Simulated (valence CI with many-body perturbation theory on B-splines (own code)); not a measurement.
**Si8+: magnetic and hyperfine properties of the levels**

Computed by configuration interaction combined with many-body perturbation theory (CI+MBPT): four valence electrons over a frozen Dirac-Fock core [He], a basis of 11 s, 11 p, 9 d, 7 f, 5 g, 2 h, 1 i functions for each j, with the one-electron correlation potential Σ1 (screened to all orders), the two-electron term Σ2, the three-electron term Σ3, Breit, model QED; selected single and double excitations, second order for the rest, scaled by the run's own slope (own B-spline code, finite nucleus).

No measured spectrum was set against this ion. As an estimate, levels of excited configurations hold to 0.05 to 0.15 % of their energy, terms of the ground configuration to about 0.5 %.

A/g_I is the dipole constant over the nuclear g factor μ/I (μ in nuclear magnetons, uniformly magnetised nucleus), B/Q the quadrupole constant per barn. Both hold the static response of the core; the bare values leave it out. Large factors of s and p1/2 electrons are usually good to 5 to 10 %; those of open d and f shells near neutrality can be off by tens of per cent, and small factors of p3/2, d and f electrons come from cancelling terms and can be off by a factor of two or in sign, in half-filled shells by more. B is blank for J = 1/2, where it vanishes, and for nearly pure S terms. Energies count from the lowest level. Levels with J = 0 are left out.

Names give the largest LS component (configuration and term), which can be under half, so a name can repeat, a term be missing and a line seem to break the LS rules; names also repeat where a configuration has a term twice.

| Level | E (cm⁻¹) | g | A/g_I (MHz) | A/g_I bare | B/Q (MHz/b) | B/Q bare |
| --- | --- | --- | --- | --- | --- | --- |
| 2s2.2p2 3P_1 | 2540 | 1.500 | -119 | 479 | 3020 | 3050 |
| 2s2.2p2 3P_2 | 6407 | 1.498 | 4040 | 4570 | -6000 | -6060 |
| 2s2.2p2 1D_2 | 53039 | 1.001 | 6120 | 6130 | 11900 | 12000 |
| 2s.2p3 5S°_2 | 150140 | 2.001 | 14100 | 14500 |  |  |
| 2s.2p3 3D°_3 | 292270 | 1.333 | 14800 | 14500 | -83.9 | -88.6 |
| 2s.2p3 3D°_2 | 292340 | 1.168 | 8610 | 8510 | 1470 | 1480 |
| 2s.2p3 3D°_1 | 292480 | 0.501 | -9750 | -9320 | 726 | 732 |
| 2s.2p3 3P°_1 | 344140 | 1.497 | 20900 | 20500 | -808 | -817 |
| 2s.2p3 3P°_2 | 344250 | 1.498 | 17000 | 16600 | -1410 | -1420 |
| 2s.2p3 1D°_2 | 440680 | 1.000 | 6280 | 6280 | -225 | -215 |
| 2s.2p3 3S°_1 | 447220 | 1.995 | -15800 | -13200 |  |  |
| 2s.2p3 1P°_1 | 493120 | 1.005 | 6030 | 6050 | 171 | 167 |
| 2p4 3P_2 | 674920 | 1.498 | 2570 | 3510 | 5640 | 5700 |
| 2p4 3P_1 | 679460 | 1.500 | -1100 | -104 | -2830 | -2860 |
| 2p4 1D_2 | 719730 | 1.001 | 6330 | 6330 | -11500 | -11600 |
| 2s2.2p.3s 3P°_1 | 1622900 | 1.483 | 13300 | 13100 | -2880 | -2900 |
| 2s2.2p.3s 3P°_2 | 1628100 | 1.500 | 6400 | 6550 | 6390 | 6450 |
| 2s2.2p.3s 1P°_1 | 1640600 | 1.017 | 4050 | 4300 | 6060 | 6120 |
| 2s2.2p.3p 1P_1 | 1694500 | 0.943 | 7340 | 7230 | -3220 | -3250 |
| 2s2.2p.3p 3D_1 | 1701800 | 0.577 | 5460 | 5140 | 1960 | 1970 |
| 2s2.2p.3p 3D_2 | 1703500 | 1.168 | 4630 | 4720 | 3280 | 3310 |
| 2s2.2p.3p 3D_3 | 1707900 | 1.333 | 2330 | 2570 | 7930 | 8010 |
| 2s2.2p.3p 3S_1 | 1715300 | 1.938 | -893 | -198 | -138 | -139 |
| 2s2.2p.3p 3P_1 | 1722000 | 1.541 | 2740 | 3140 | 2270 | 2290 |
| 2s2.2p.3p 3P_2 | 1724000 | 1.495 | 3680 | 4000 | -3330 | -3360 |
| 2s2.2p.3p 1D_2 | 1747000 | 1.003 | 3900 | 3920 | 7740 | 7810 |
| 2s.2p2.3s 5P_1 | 1784200 | 2.502 | 25900 | 25600 | -643 | -649 |
| 2s.2p2.3s 5P_2 | 1786600 | 1.834 | 15200 | 15100 | 6460 | 6520 |
| 2s2.2p.3d 3F°_2 | 1789300 | 0.765 | 4790 | 4630 | 980 | 997 |
| 2s.2p2.3s 5P_3 | 1789700 | 1.667 | 15200 | 15100 | -6490 | -6550 |
| 2s2.2p.3d 3F°_3 | 1792800 | 1.086 | 2700 | 2720 | 3810 | 3860 |
| 2s2.2p.3d 1D°_2 | 1794000 | 0.913 | 529 | 451 | -3230 | -3250 |

Take the isotope of mass number 29, with I = 1/2, μ = -0.55505 μN. What is the hyperfine structure of 2s2.2p2 1D_2?

From the table A = -6800 MHz. Shifts from the centre of gravity in MHz: F = 3/2: 10200, F = 5/2: -6800.
